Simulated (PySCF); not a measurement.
BeCl, SMILES [Be+][Cl], charge +1.

Geometry: B3LYP-D3(BJ)/def2-TZVPD. The multiplicity is an assumed one; other spin states were not compared.

Method: TDA-PBE/def2-TZVPD (PySCF).

Vertical excitations; the highest root listed may be one member of a degenerate set. Gas-phase values at a fixed geometry. State labels are in the subgroup C2v.

```json
[
 {"state": "S1", "symmetry": "B1", "energy (eV)": "3.36", "λ (nm)": "369", "f": "0.014", "main pairs": "HOMO−1→LUMO (degenerate set)"},
 {"state": "S2", "symmetry": "B2", "energy (eV)": "3.36", "λ (nm)": "369", "f": "0.014", "main pairs": "HOMO→LUMO (degenerate set)"},
 {"state": "S3", "symmetry": "A1", "energy (eV)": "5.52", "λ (nm)": "225", "f": "0.032", "main pairs": "HOMO−2→LUMO 94 %"},
 {"state": "S4", "symmetry": "A1", "energy (eV)": "6.53", "λ (nm)": "190", "f": "0.000", "main pairs": "HOMO−1→LUMO+1, HOMO→LUMO+2 (degenerate set)"},
 {"state": "S5", "symmetry": "A2", "energy (eV)": "6.53", "λ (nm)": "190", "f": "0.000", "main pairs": "HOMO−1→LUMO+2, HOMO→LUMO+1 (degenerate set)"},
 {"state": "S6", "symmetry": "A2", "energy (eV)": "6.55", "λ (nm)": "189", "f": "0.000", "main pairs": "HOMO→LUMO+1 50 %, HOMO−1→LUMO+2 50 %"},
 {"state": "S7", "symmetry": "B1", "energy (eV)": "8.84", "λ (nm)": "140", "f": "0.067", "main pairs": "HOMO−2→LUMO+1 (degenerate set)"},
 {"state": "S8", "symmetry": "B2", "energy (eV)": "8.84", "λ (nm)": "140", "f": "0.067", "main pairs": "HOMO−2→LUMO+2 (degenerate set)"},
 {"state": "S9", "symmetry": "A1", "energy (eV)": "8.98", "λ (nm)": "138", "f": "0.633", "main pairs": "HOMO→LUMO+2 41 %, HOMO−1→LUMO+1 41 %"},
 {"state": "S10", "symmetry": "B1", "energy (eV)": "10.59", "λ (nm)": "117", "f": "0.156", "main pairs": "HOMO−1→LUMO+3 99 %"},
 {"state": "T1", "symmetry": "B2", "energy (eV)": "3.14", "λ (nm)": "394", "f": "0", "main pairs": "HOMO→LUMO (degenerate set)"},
 {"state": "T2", "symmetry": "B1", "energy (eV)": "3.14", "λ (nm)": "394", "f": "0", "main pairs": "HOMO−1→LUMO (degenerate set)"},
 {"state": "T3", "symmetry": "A1", "energy (eV)": "4.90", "λ (nm)": "253", "f": "0", "main pairs": "HOMO−2→LUMO 90 %"},
 {"state": "T4", "symmetry": "A1", "energy (eV)": "5.85", "λ (nm)": "212", "f": "0", "main pairs": "HOMO−1→LUMO+1 45 %, HOMO→LUMO+2 45 %, HOMO−2→LUMO 10 %"}
]
```
Triplets are in the Tamm–Dancoff approximation.
